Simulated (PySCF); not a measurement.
Question: What does the PBE0-D3(BJ)/def2-SVP structure of `CCCC1=CC=CC12CC2` look like in three dimensions?

Answer: 
```xyz
24
C10H14 angstrom
C      2.858   -0.198    0.278
C      1.836    0.905    0.064
C      0.834    0.613   -1.064
C     -0.068   -0.550   -0.808
C      0.138   -1.854   -1.131
C     -0.974   -2.666   -0.652
C     -1.873   -1.865   -0.035
C     -1.375   -0.478   -0.102
C     -1.683    0.545    0.981
C     -2.341    0.680   -0.336
H      3.557    0.057    1.090
H      3.455   -0.370   -0.632
H      2.369   -1.148    0.539
H      2.354    1.851   -0.170
H      1.289    1.085    1.005
H      1.398    0.430   -1.995
H      0.233    1.520   -1.248
H      1.004   -2.240   -1.673
H     -1.058   -3.747   -0.781
H     -2.819   -2.154    0.424
H     -0.885    1.245    1.239
H     -2.270    0.190    1.831
H     -2.001    1.467   -1.014
H     -3.397    0.420   -0.432
```

Any rigid rotation of these coordinates is as good. Atoms count from 1 in this order. The 3-membered ring C8–C9–C10 has internal angles of 58.0° to 61.2°. The 5-membered ring C4–C5–C6–C7–C8 has internal angles of 105.8° to 109.9°; it is planar, 0.00 Å rms from its mean plane, widest ring torsion 1°. The C–C distances run from 1.353 Å (C6=C7, drawn double) to 1.537 Å (C2–C3, drawn single), a spread of 0.184 Å. Of the pairs four or more bonds apart, H15···H21 is among the closest relative to their van der Waals radii: 2.19 Å, 91 % of the sum of Bondi's values.

Bonds between heavy atoms (Å): C1–C2 1.519, C2–C3 1.537, C3–C4 1.494, C4=C5 1.359, C5–C6 1.458, C6=C7 1.353, C7–C8 1.475, C8–C9 1.521, C9–C10 1.478, C4–C8 1.487, C8–C10 1.526.

Theory: PBE0-D3(BJ)/def2-SVP geometry optimisation, gas phase (PySCF).

Point group: C1 (no symmetry element, even within 0.4 Å). Not checked by PBE0-D3(BJ)/def2-SVP frequencies. One conformer, not necessarily the lowest (C1–C2–C3–C4 65°, C2–C3–C4–C5 -90°).

Rough CPU time on one thread of a shared machine: about 7 min. That covers the optimisation of the geometry.
